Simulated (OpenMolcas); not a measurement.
Tc⁴⁺.

* Program: OpenMolcas 26.06
* Method: CASSCF
* Basis: ANO-R3 [8s6p5d3f2g1h]
* Scalar Hamiltonian: X2C, finite nucleus
* Active space: 3 electrons in 5 orbitals (4d)
* State averaging: 2S+1 = 4 even, 10 roots; 2S+1 = 2 even, 40 roots
* Spin-orbit coupling: RASSI with atomic mean-field integrals over the reference wave functions, term energies averaged over their components

Levels without dynamic correlation, in cm-1 above 4d3 4F 3/2:

```csv
Level,E
4d3 2P 1/2,21314
4d3 4P 1/2,14916
4d3 2G 7/2,16400
4d3 2H 9/2,21861
4d3 2D 5/2(1),24334
4d3 2F 7/2,35148
4d3 2D 5/2(2),54544
```

On this reference, MS-CASPT2, IPEA 0.25 Eh, imaginary shift 0.1 Eh (closed shells correlated: 4s 4p) puts 4d3 2P 1/2 at 17350 cm-1.

Q: Estimate the other levels at that method by one scale factor, and say how well it serves.

A: The factor is 17350 / 21314 = 0.814. Scaled values beside those that MS-CASPT2 gives:
```tsv
Level	Scaled	MS-CASPT2	Miss (%)
4d3 4P 1/2	12142	12390	-2.0
4d3 2G 7/2	13350	13780	-3.1
4d3 2H 9/2	17795	19200	-7.3
4d3 2D 5/2(1)	19808	20340	-2.6
4d3 2F 7/2	28610	29370	-2.6
4d3 2D 5/2(2)	44399	46390	-4.3
```
For these levels the scaled values miss MS-CASPT2 by up to 7.3 %, as correlation changes each term by its own factor, spin-orbit parts do not scale and CASPT2 has its own spread within terms. This holds within one configuration; levels of others move differently, and the target method has errors of its own against measurement.

Term energies are means over components that CASPT2 splits; among the terms shown or strongly mixed into the levels shown the widest spread is 800 cm-1 (4d3 4F, MS-CASPT2). Without dynamic correlation excited terms often stand tens of per cent too high (terms of higher spin than the ground term too low), and those without a measured partner can miss by more than the paired ones (holds for CASSCF). Only configurations of the active space appear.

A number in round brackets counts repeated terms of one configuration in the order of the reference energies.
